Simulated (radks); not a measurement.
Spherical quantum dot in the effective-mass picture: electrons in a parabolic well V = omega^2 r^2 / 2 with omega = 1.56, all in effective atomic units (hartree* = m*/eps^2 hartree, bohr* = eps/m* bohr), one dielectric constant everywhere. Calculated with a radial shooting solver with Libxc functionals: non-relativistic Kohn-Sham, exchange-only LDA, spin-polarised, spherical densities. Levels are named by radial order and angular momentum (1s, 1p, 1d, 2s, ...), and open shells are averaged over m. Results are scaled to m* = 0.428 and eps = 15.3, for which hartree* = 49.75 meV and bohr* = 1.892 nm.

N = 26, configuration 1s2 1p6 1d10 2s2 1f(up 6, down 0). This is the lowest configuration that the search found. Occupied and some empty levels:

level,occupation,eigenvalue (meV),<r> (nm)
1s up,1,823.21,2.516
1s down,1,825.99,2.461
1p up,3,859.46,3.162
1p down,3,863.82,3.126
1d up,5,900.14,3.617
1d down,5,905.40,3.598
2s up,1,908.38,3.149
2s down,1,912.14,3.170
1f up,6,944.83,3.974
1f down,0,950.53,3.970
2p up,0,957.88,3.538
2p down,0,961.59,3.550
1g up,0,993.10,4.277
1g down,0,998.90,4.281
2d up,0,1009.7,3.899
2d down,0,1013.6,3.905

Energy (meV): total 15333.3, kinetic 1998.4, external 5777.2, Hartree 8225.6, exchange-correlation -667.96.
